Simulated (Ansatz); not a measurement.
Reactions of H4O3Sn (`[OH][SnH]([OH])[OH]`).

Gas-phase electronic energies from Ansatz, PBE0-D4/def2-TZVP geometries. CCSD(T)/CBS is the MP2 limit (def2-TZVPP, def2-QZVPP) plus CCSD(T) − MP2 in def2-TZVPP, frozen cores. This one scheme is used for every species. DFT in def2-TZVPP. No spin–orbit coupling; open shells (•) take unrestricted orbitals. def2 core potentials past Kr. For Se, Sn outer-core shells are correlated without core-valence functions, which leaves a few kJ/mol of doubt a bond. Scalar relativity is left out up to krypton. Each species was taken in one conformer, which may not be the lowest.

```json
{"reaction": "`[OH][SnH]([OH])[OH]` + CH₃OH → `C[O][SnH]([OH])[OH]` + H₂O", "CCSD(T)/CBS(def2) (eV)": "-0.01"}
{"reaction": "`[OH][SnH]([OH])[OH]` + BH₃ → `[BH2][SnH]([OH])[OH]` + H₂O", "CCSD(T)/CBS(def2) (eV)": "0.39"}
{"reaction": "`[OH][SnH]([OH])[OH]` + `C[SiH](S)Cl` → `[OH][SnH2][OH]` + `OC[SiH](S)Cl`", "CCSD(T)/CBS(def2) (eV)": "1.59"}
{"reaction": "`[OH][SnH]([OH])[OH]` + `C[SiH](F)[SeH]` → `[CH3][Sn]([OH])([OH])[OH]` + `F[SiH2][SeH]`", "CCSD(T)/CBS(def2) (eV)": "0.07"}
{"reaction": "`[OH][SnH]([OH])[OH]` → `[OH]`• + `[OH][SnH][OH]`•", "CCSD(T)/CBS(def2) (eV)": "?"}
```

(1) Fill in the missing values. (Estimate.)

Largest T1 diagnostic: 0.018, for `[OH][SnH][OH]`•.

Answers

(1) The calculation gave: `[OH][SnH]([OH])[OH]` → `[OH]`• + `[OH][SnH][OH]`•: +4.31 eV.
